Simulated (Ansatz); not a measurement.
Program: Ansatz. Geometries: PBE0-D4/def2-TZVP. ΔE: electronic, gas phase. CCSD(T)/CBS adds triple-zeta CCSD(T) − MP2 to the extrapolated MP2 energy (def2 sets, frozen cores). One conformer a species, not always the lowest.

Consider the formal exchange of groups at the Al–N bond: `C[SiH2]B[NH][AlH2]` + `C=C(F)F` → `FC(F)=[CH][AlH2]` + `C[SiH2]BN`.

| species | HF/def2-QZVPP energy (Eh) |
| --- | --- |
| `C[SiH2]B[NH][AlH2]` | -653.23409 |
| `C=C(F)F` | -275.87657 |
| `FC(F)=[CH][AlH2]` | -518.38864 |
| `C[SiH2]BN` | -410.70562 |

**Question.** Work out ΔE.

**Answer.** ΔE = (-518.38864) + (-410.70562) − (-653.23409) − (-275.87657) = 0.01640 Eh = +10.3 kcal/mol. CCSD(T)/CBS gives +10.3 kcal/mol.

Largest T1 diagnostic among the species: 0.012.

The D4 term adds +1.3 kcal/mol with B3LYP and +0.8 kcal/mol with PBE0; it sums over pairs of atoms, weighted by their polarisabilities, and B3LYP, whose exchange is more repulsive, gets the larger term.

B3LYP here is the variant with VWN-RPA as its local correlation; programs differ in this.
